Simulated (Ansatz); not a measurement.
H$_{8}$O$_{10}$Si$_{2}$Ti (`O[Si](O)(O)[O][Ti]([OH])([OH])[O][Si](O)(O)O`), 21 atoms. Charge 0, multiplicity 1. Correlated methods include outer-core shells of Ti, which these sets cover unevenly. Scalar relativity is left out up to krypton. Hardware: A = 11 threads of an AMD EPYC 7R13 on a shared host; B = 11 threads of an AMD EPYC 7R13 on a shared host and a whole NVIDIA H100 80 GB. Correlated methods freeze the cores.

(1) Give the basis size and wall time and peak host memory of each of these runs in Ansatz. RKS PBE0-D4/def2-SVP energy [A]; RKS ωB97M-V/def2-QZVPP energy [B]; RKS BHLYP-D4/def2-TZVPP energy [B]; RHF-CCSD(T)/def2-TZVPP energy [B]; direct RPA on PBE orbitals/def2-TZVPP energy [B]; RKS ωB97M-V/def2-SVP energy [A]; RKS B97M-V/def2-TZVPP energy [B]; RKS PBE0-D4/def2-QZVPP energy [B]; RKS ωB97M-V/def2-TZVPP energy and forces [B]; RHF-MP2/def2-QZVPP energy [B]; RHF-CCSD(T)/def2-SVP energy [B]; RKS r2SCAN-D4/def2-TZVPP energy and forces [B]. (Estimate.)

Answers

(1) The calculation gave: Other jobs shared the machine, so times are rough.

| level | job | functions | wall time | peak host memory (GiB) |
| --- | --- | --- | --- | --- |
| RKS PBE0-D4/def2-SVP | energy [A] | 247 | 3.1 s | 1.4 |
| RKS BHLYP-D4/def2-TZVPP | energy [B] | 570 | 3.6 s | 1.4 |
| RKS r2SCAN-D4/def2-TZVPP | energy and forces [B] | 570 | 4.3 s | 1.2 |
| RKS B97M-V/def2-TZVPP | energy [B] | 570 | 4.4 s | 1.3 |
| RKS ωB97M-V/def2-TZVPP | energy and forces [B] | 570 | 6 s | 1.6 |
| RHF-CCSD(T)/def2-SVP | energy [B] | 247 | 6.5 s | 1.4 |
| RHF-MP2/def2-QZVPP | energy [B] | 1043 | 7 s | 1.9 |
| RKS PBE0-D4/def2-QZVPP | energy [B] | 1043 | 8 s | 1.7 |
| RKS ωB97M-V/def2-QZVPP | energy [B] | 1043 | 8.5 s | 1.9 |
| RKS ωB97M-V/def2-SVP | energy [A] | 247 | 9.5 s | 1.6 |
| direct RPA on PBE orbitals/def2-TZVPP | energy [B] | 570 | 10 s | 3.5 |
| RHF-CCSD(T)/def2-TZVPP | energy [B] | 570 | 110 s | 1.4 |
